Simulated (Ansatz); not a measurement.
BrHg (SMILES [Br][Hg]), doublet, geometry from GFN2-xTB (such geometries of metal compounds can be far from the true shape) (the spin is typed, not shown lowest) (core potentials on Hg); Ansatz (a quantum-chemistry and plane-wave program) with B3LYP5/def2-SVPD.

Input for Ansatz:
Ansatz 0.2 input:
```yaml
crystal:
  periodic: [false, false, false]
  atoms:
    - {symbol: Hg, position_ang: [-0.00000000, -0.00000000, -0.92386974]}
    - {symbol: Br, position_ang: [0.00000000, 0.00000000, 2.11170226]}
basis:
  gaussian:
    orbitals: def2-SVPD
hamiltonian:
  xc: b3lyp5
magnetization: {spin_polarized: true, initial_magnetization: 1}
accuracy: high
```

What the program printed (banner, timings and long lists left out):

```
Functional definition: B3LYP5
1294 factors; integrals over basis functions are off by at most 4.6e-9 eV
mean field evaluation 1: about -74209.1176 eV, gradient 1.4e1 eV
mean field evaluation 2: about -74200.4338 eV, gradient 3.7e1 eV
mean field evaluation 4: about -74211.1589 eV, gradient 2.4e0 eV
mean field evaluation 8: about -74211.2226 eV, gradient 1.5e-1 eV
mean field evaluation 16: about -74211.2227 eV, gradient 2.7e-5 eV
mean field -74211.22267185 eV, -2727.2121310172 hartree, gradient 2.8e-8 eV, S^2 0.755100; 1 other end points of the search recorded, 0 dependent functions left out
reference -74211.22269892 eV, -2727.2121320120 hartree; 28, 27 occupied and 48, 49 virtual orbitals, 1294 factors
Total energy: -74211.22269892 eV, -2727.2121320120 hartree
```
